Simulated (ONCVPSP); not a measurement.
**indium: one change to an ONCV potential, before and after**

ONCVPSP 4.0.1 input, shortened (lines: element, Z, core and valence counts, functional; n l f; lmax; l rc ep ncon nbas qcut; lloc lpopt rc5 dvloc0; l nproj debl; icmod fcfact rcfact), PBE, non-relativistic:

```
  In 49.00    9    1        4      upf
    1    0    2.00
    2    0    2.00
    2    1    6.00
    3    0    2.00
    3    1    6.00
    3    2   10.00
    4    0    2.00
    4    1    6.00
    4    2   10.00
    5    0    2.00
    2
    0    2.10    0.00    3    6    2.90
    1    2.10    0.27    3    7    4.30
    2    2.15    0.38    4    8    4.80
    1    5    2.10    0.00
    0    1    3.30
    1    0    1.30
    2    1    0.50
    0    0.00    0.00
```

In the p channel the program set the typed energies aside and used 0.050 Ha.

Change: all radii scaled by about 1.09 (s 2.30, p 2.30, d 2.34 bohr).

Cutoffs: the cutoffs (Ha) at which the residual kinetic energy of the hardest occupied pseudo-wave falls to 1 and 0.1 mHa per electron; they do not see the model core or the augmentation charge, which bear on the density cutoff. Errors are all-electron minus pseudo energies relative to the spin-unpolarised reference configuration.

Q: What does the change do?

A: The potential gets softer (6.4 Ha and 19 Ha → 4.8 Ha and 16 Ha); the bound ghost in d disappears; the errors of the 4 common tests hardly move. A larger radius leaves more room for a smooth pseudo-wave, so fewer plane waves are needed.

```tsv
quantity	base	changed
cutoff, loose	6.4 Ha	4.8 Ha
cutoff, tight	19 Ha	16 Ha
bound ghosts	d	none
GHOST(+) flags under 300 eV	none	none
error for 5s2 5p1, meV [ΔE -5.43 eV]	+52	+51
error for 5s1, meV [ΔE 18.38 eV]	+92	+88
error for 5s2 5p0.5, meV [ΔE -3.45 eV]	+22	+22
error for 5s1 5p1, meV [ΔE 5.84 eV]	+54	+51
```

 A true bound ghost makes a file unfit for plane-wave use even where its test errors are small: the radial tests pick states by their node count and pass the ghost by.
